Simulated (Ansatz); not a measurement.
C₂H₅FGe (`F[CH]1[CH2][GeH2]1`). The species carries charge 0 and has multiplicity 1.

```xyz
9

F    -0.007   -0.365   -2.031
C    -0.392    0.206   -0.848
C     0.717    0.650    0.070
Ge   -0.377   -0.782    0.838
H    -1.202    0.913   -1.008
H     1.705    0.310   -0.228
H     0.701    1.671    0.436
H    -1.431   -0.453    1.888
H     0.285   -2.150    0.882
```

**Question.** What are the harmonic wavenumbers in cm⁻¹ at PBE0-D4/def2-TZVP (Ansatz, finite differences of forces, unscaled)? (Best estimate.)

**Answer.** Computed: 195, 358, 448, 455, 482, 572, 649, 770, 820, 896, 962, 1013, 1122, 1171, 1356, 1422, 2201, 2228, 3136, 3146, 3224.

**Question.** Is this a minimum?

**Answer.** Yes, all 21 modes are real.

**Question.** Give the ideal-gas thermochemistry at 298.15 K and 1 bar (rigid rotor, harmonic oscillator; point group C1, symmetry number 1).

**Answer.** Zero-point energy 159.3 kJ/mol; H(298) − E = 175.3 kJ/mol; entropy 307.0 J/(mol·K), of which translation 168.6, rotation 107.5, vibration 30.9; G(298) − E = 83.8 kJ/mol.

**Question.** Rotational constants (cm⁻¹)?

**Answer.** 0.362, 0.1024, 0.08891.
